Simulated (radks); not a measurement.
Dispersion coefficients C6 (hartree bohr^6) between ground-configuration atoms and ions, from the Casimir-Polder integral (3/pi) of alpha_A(iw) alpha_B(iw). All-electron calculation, non-relativistic Kohn-Sham, LDA (Slater exchange, Perdew-Wang correlation), spin-polarised, spherical densities, point nucleus. Program: a radial shooting solver on a logarithmic mesh with Libxc functionals. Response by self-consistent Sternheimer equations with the Hartree and adiabatic LDA kernel.

\begin{tabular}{lrrrrrrrr}
C6 & Be & B+ & C2+ & N3+ & O4+ & F5+ & Ne6+ & Mg8+ \\ \hline
Be & 263.9 &  &  &  &  &  &  &  \\
B+ & 83.97 & 29.18 &  &  &  &  &  &  \\
C2+ & 37.16 & 13.58 & 6.518 &  &  &  &  &  \\
N3+ & 19.66 & 7.420 & 3.641 & 2.065 &  &  &  &  \\
O4+ & 11.66 & 4.501 & 2.244 & 1.287 & 0.8098 &  &  &  \\
F5+ & 7.479 & 2.939 & 1.484 & 0.8589 & 0.5440 & 0.3674 &  &  \\
Ne6+ & 5.086 & 2.026 & 1.033 & 0.6027 & 0.3839 & 0.2605 & 0.1854 &  \\
Mg8+ & 2.663 & 1.084 & 0.5614 & 0.3312 & 0.2129 & 0.1455 & 0.1042 & 0.05912 \\
\end{tabular}

Static polarisabilities (bohr^3): Be ([He] 2s2) 43.80, B+ ([He] 2s2) 10.78, C2+ ([He] 2s2) 4.257, N3+ ([He] 2s2) 2.108, O4+ ([He] 2s2) 1.196, F5+ ([He] 2s2) 0.7435, Ne6+ ([He] 2s2) 0.4934, Mg8+ ([He] 2s2) 0.2495. The combination rule 2 Ca Cb / ((alpha_b/alpha_a) Ca + (alpha_a/alpha_b) Cb) gives 0.2117 for O4+-Mg8+, against 0.2129 from the integral.
